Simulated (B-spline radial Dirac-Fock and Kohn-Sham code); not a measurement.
## Dipole and non-dipole photoemission parameters of Rh⁷⁺ 4d3/2

System: Rh⁷⁺ in the configuration [Kr] 4d2; threshold 115.5 eV (orbital energy of the model). Method: Dirac-Hartree-Slater photoionisation with a Latter tail; cross sections with all multipoles, angular parameters from the dipole term and its interference with E2. Computed with a radial atomic solver.

For linearly polarised light dσ/dΩ = σ/(4π) [1 + β P₂(cos θ) + (δ + γ cos²θ) sin θ cos φ], with θ from the polarisation vector and φ the angle between the beam and the projection of the electron momentum on the plane normal to the polarisation.

```
hν (eV)   σ (kb)      β       γ       δ
    186     88.7  0.218   0.055  -0.005
    202     87.2  0.380   0.039  -0.006
    269     73.0  0.800  -0.007  -0.003
    318     59.4  0.961  -0.020   0.001
    358     49.8  1.051  -0.025   0.004
    515     26.3  1.233   0.000   0.015
    588     20.3  1.274   0.020   0.018
    600     19.5  1.279   0.025   0.019
    800     10.3  1.325   0.101   0.028
   1000     5.97  1.326   0.182   0.035
   1200     3.74  1.312   0.260   0.042
   1320     2.90  1.300   0.305   0.046
 1486.9     2.09  1.280   0.366   0.052
   2000        ?      ?       ?       ?
   4790   0.0510  0.908   1.071   0.175
 8047.8  0.00768  0.707   1.359   0.293
   8580  0.00602  0.683   1.390   0.311
 9251.7  0.00452  0.655   1.425   0.334
  12200  0.00154  0.553   1.538   0.429
  12700  0.00131  0.539   1.552   0.444
  13200  0.00112  0.525   1.565   0.460
```

**Question.** Give the values at 2000 eV.

**Answer.** σ = 0.887 kb, β = 1.212, γ = 0.534, δ = 0.070.
